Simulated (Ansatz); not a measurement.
Basis sets compared for Ga₈P₇H₂₄⁻, a nanocrystal cut from zinc blende GaP (hydrogen-capped). The state is a singlet with charge -1. Geometry r2SCAN-D4/def2-SVP. Ansatz on 2 threads of AMD EPYC 7R13 on a shared host and a share (18 GiB) of an NVIDIA H100 80GB HBM3; times are rough, and most runs start from earlier orbitals.

```xyz
39

P     1.359    0.637   -0.821
P    -0.386    3.603    0.302
P     2.002   -4.140    1.696
P     0.586   -0.906    2.579
P    -1.430    1.825   -2.801
P    -2.341    0.565    0.464
P    -0.467   -2.699   -0.554
Ga    0.594    0.602   -3.121
Ga    1.380   -4.224   -0.646
Ga   -1.184    4.056   -1.925
Ga    1.797    2.651    0.455
Ga   -0.277   -0.492    0.375
Ga   -1.966    2.579    1.764
Ga    2.591   -2.161    2.967
Ga   -3.170    0.528   -1.816
H     2.466   -0.251   -0.684
H    -0.219    4.898    0.874
H     3.079   -5.054    1.857
H     1.036   -4.873    2.438
H     0.718    0.378    3.164
H    -0.444   -1.427    3.408
H    -1.901    2.031   -4.129
H    -3.091   -0.361    1.247
H    -0.976   -2.500   -1.862
H    -1.581   -3.368    0.022
H     1.630    1.384   -4.006
H     0.279   -0.915   -3.447
H     2.551   -3.550   -1.427
H     0.863   -5.677   -0.941
H    -0.044    4.789   -2.729
H    -2.612    4.717   -1.824
H     2.874    3.503   -0.307
H     2.089    2.170    1.934
H    -1.278    2.100    3.109
H    -3.318    3.378    1.846
H     3.766   -1.486    2.191
H     2.677   -2.583    4.476
H    -3.090   -0.986   -2.277
H    -4.562    1.260   -1.852
```

The 6-31G sets use Cartesian d functions. Single mean-field runs in def2-SVP, def2-TZVP are fitted with def2-universal-jkfit.

```
           level  functions  energy (Eh)  HOMO (eV)  LUMO (eV)  wall time
       HF/STO-3G        231  -17579.9620      -1.91       9.57        8 s
        HF/6-31G        371  -17782.3980      -6.47       4.09       11 s
 PBE-D4/def2-SVP        502  -17796.9620      -2.95       0.66       12 s
PBE0-D4/def2-SVP        502  -17797.5392      -4.03       1.41      9.5 s
```

**Question.** Estimate the rows for PBE-D4/def2-TZVP, PBE0-D4/def2-TZVP.

**Answer.** 
```csv
level,functions,energy (Eh),HOMO (eV),LUMO (eV),wall time
PBE-D4/def2-TZVP,787,-17799.7685,-3.05,0.32,11 s
PBE0-D4/def2-TZVP,787,-17800.3228,-4.10,1.07,9.6 s
```
